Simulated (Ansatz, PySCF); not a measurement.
Stretching the Ga1–F4 bond in FGaH2 (SMILES [F][GaH2]) (multiplicity 1 held, fragments rigid). Energies count from the point at 1.770 Å.
Geometry at that point (charge 0, multiplicity 1):
```xyz
4

Ga    -0.153    -0.298     0.099
H      0.624    -1.058     1.213
H     -1.476    -0.603    -0.662
F      0.622     1.212    -0.403
```

U- levels take the lowest unrestricted solution at each point, which mixes spins at long bonds. Left out are points that failed, MP2 points that dive below the minimum, coupled-cluster points behind a jump of the amplitudes or a sharp parting from full CI or MRCI, small-basis points behind a change of solution, and semi-empirical points at long bonds. Levels need not reach the same state.

Correlated levels freeze the cores. Filled d and f shells under p-block atoms count as core. Rows in LANL2DZ carry no dispersion term and start afresh at each structure. LANL2DZ brings its own core potentials from Na on.

Programs: Ansatz (an electronic-structure program); PySCF for LANL2DZ rows. 

Energies in kcal/mol.

```csv
R (Å),U-PBE/cc-pVTZ,R-B3LYP/LANL2DZ,U-B3LYP/LANL2DZ,U-MP2/cc-pVTZ
1.416,72.4,48.2,48.2,73.8
1.593,12.9,7.3,7.3,12.7
1.770,0.0,0.0,0.0,0.0
1.947,5.8,7.1,7.1,7.0
2.124,18.4,20.0,20.0,21.4
2.390,40.2,42.3,42.3,46.4
2.655,60.2,63.2,63.2,69.9
3.098,86.2,91.0,90.1,130.2
3.540,102.0,110.3,104.5,139.7
4.071,111.4,125.1,113.4,142.6
4.779,117.3,left out,119.1,143.4
5.665,120.4,left out,left out,143.7
```

Doubts at one or more of the structures used: a spin-contaminated determinant (U-PBE/cc-pVTZ, U-B3LYP/LANL2DZ, U-MP2/cc-pVTZ).
